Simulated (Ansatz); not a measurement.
PBE exchange is replaced step by step with exact exchange (0 % is PBE, 25 % PBE0; no dispersion term), basis def2-TZVPD, Ansatz. System: RbF₂⁻ (the lowest singlet isomer of a short search). Total charge -1; singlet. Geometry: r2SCAN-D4/def2-TZVPD, each spin state at its own.

The relaxed quintet has other bonds than the singlet, so its gap is one between isomers.

Geometry of the singlet:

Cartesian coordinates in Å:
```
Rb 0.0012 -0.0002 -0.0002
F -0.1546 1.0365 -2.3310
F 0.1534 -1.0363 2.3312
```

In the def2 sets Rb takes a core potential; there is no spin–orbit coupling. At PBE-D4/def2-TZVPD, PBE with 5 % exact exchange/def2-TZVPD, PBE with 10 % exact exchange/def2-TZVPD, PBE with 15 % exact exchange/def2-TZVPD and others the highest occupied level of the charge -1 triplet lies above zero (up to 1.13 eV). The electron is either unbound and held by the finite basis, or the level is raised by self-interaction error. At PBE-D4/def2-TZVPD, PBE with 5 % exact exchange/def2-TZVPD, PBE with 10 % exact exchange/def2-TZVPD, PBE with 15 % exact exchange/def2-TZVPD and others the highest occupied level of the charge -1 quintet lies above zero (up to 1.22 eV). The structure comes from a short search, and lower isomers may exist.

| exact exchange (%) | HOMO (eV) | LUMO (eV) | gap (eV) | triplet − singlet (kJ/mol) | quintet − singlet (kJ/mol) |
| --- | --- | --- | --- | --- | --- |
| 0 | -0.49 | 2.36 | 2.86 | 355.2 | 1027.0 |
| 5 | -0.83 | 2.45 | 3.28 | 365.9 | 1013.6 |
| 10 | -1.17 | 2.52 | 3.70 | 376.8 | 1000.5 |
| 25 | -2.23 | 2.72 | 4.95 | 409.8 | 963.1 |
| 35 | -2.96 | 2.83 | 5.79 | 432.0 | 939.4 |
| 50 | -4.08 | 2.95 | 7.03 | 463.2 | 905.7 |

(1) Fit a straight line to the column «quintet − singlet (kJ/mol)» against the share of exact exchange and predict its value at 15 %.

Results:

(1) With x = exact exchange (%) and y = quintet − singlet (kJ/mol): mean x = 20.83, mean y = 974.9; Σ(x − x̄)(y − ȳ) = -4546, Σ(x − x̄)² = 1871; slope b = -2.43, intercept a = ȳ − b·x̄ = 1026. The residuals of the fitted rows reach 2.1. At x = 15 the line gives 1026 + (-2.43 × 15) = 989.5; the run gave 987.8, 1.7 less than the line.
